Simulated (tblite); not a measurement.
A tight-binding relaxation on `N#Cc1ccc([SiH3])c2ccccc12`.

Computed with GFN2-xTB geometry optimisation, gas phase (tblite 0.8.0). Start geometry: from a force field or distance geometry. The input is one job of a driver script: a line of settings, then coordinates in Å.

Input:
```
{"job": {"kind": "relax", "xc": "GFN2-xTB", "basis": "xTB"}, "charge": 0, "multiplicity": 1}
N      4.310500    -1.249300    -0.109300
C      3.140400    -1.141500    -0.105700
C      1.721500    -1.035000    -0.077800
C      0.974400    -2.208000    -0.168000
C     -0.414100    -2.178300    -0.142700
C     -1.106400    -0.949700    -0.064700
Si    -2.997700    -1.043600    -0.063500
C     -0.354600     0.280900     0.023300
C     -0.960000     1.555200     0.111700
C     -0.224600     2.735900     0.192800
C      1.157700     2.676500     0.176100
C      1.789200     1.437300     0.090900
C      1.059300     0.227700     0.018900
H      1.484400    -3.178700    -0.231100
H     -0.955700    -3.113700    -0.210900
H     -3.528100    -0.454000     1.208500
H     -3.428900    -2.462800    -0.152500
H     -3.538200    -0.293800    -1.217300
H     -2.046800     1.675900     0.129500
H     -0.721200     3.698400     0.263300
H      1.746700     3.596000     0.242200
H      2.881800     1.443900     0.085500
```

Output:
```
step      E/eV     max force
  0    -890.83646    3.224
  1    -890.72111    9.415
  2    -890.95416    1.312
  3    -890.98130    0.607
  4    -891.00013    0.355
  5    -891.02756    0.629
  6    -891.03729    0.430
  7    -891.04383    0.149
  8    -891.04681    0.228
  9    -891.04954    0.196
... (16 lines left out)
 26    -891.05912    0.040
 27    -891.05936    0.040
 28    -891.05955    0.038
 29    -891.05968    0.027
 30    -891.05977    0.028
 31    -891.05984    0.024
 32    -891.05988    0.014
 33    -891.05992    0.013
 34    -891.05994    0.011
 35    -891.05996    0.009
```

«max force» is the largest atomic force in eV/Å.

From which step on does the largest force stay under 0.1 eV/Å, and how much energy is left to gain from there?

From step 11 (0.080 eV/Å), 7.7 meV above the end.

Summary of the converged run: energy lowered by 5.2 kcal/mol over 35 steps; largest atomic force 0.009 eV/Å at the end.

Where do the atoms end?

0.060 Å rms from the input after alignment:
```
atom  x, y, z in Å
N1     4.2787   -1.1786   -0.1075
C2     3.1337   -1.1036   -0.0951
C3     1.7237   -1.0359   -0.0822
C4     0.9872   -2.1988   -0.1593
C5    -0.4076   -2.1432   -0.1473
C6    -1.0941   -0.9524   -0.0602
Si7   -2.9864   -0.9765   -0.0518
C8    -0.3504    0.2555    0.0198
C9    -0.9801    1.5145    0.1112
C10   -0.2528    2.6696    0.1883
C11    1.1490    2.6279    0.1773
C12    1.7976    1.4278    0.0898
C13    1.0696    0.2237    0.0097
H14    1.4925   -3.1515   -0.2286
H15   -0.9567   -3.0717   -0.2093
H16   -3.4834   -0.3918    1.1963
H17   -3.4099   -2.3738   -0.1453
H18   -3.4960   -0.2271   -1.2030
H19   -2.0591    1.5520    0.1198
H20   -0.7544    3.6239    0.2574
H21    1.7110    3.5478    0.2386
H22    2.8774    1.3814    0.0805
```

The run took 0.44 s wall on one thread of an Arm Neoverse V1, on a shared host.
Labels such as C1 count atoms from 1, the log's own numbers from 0.
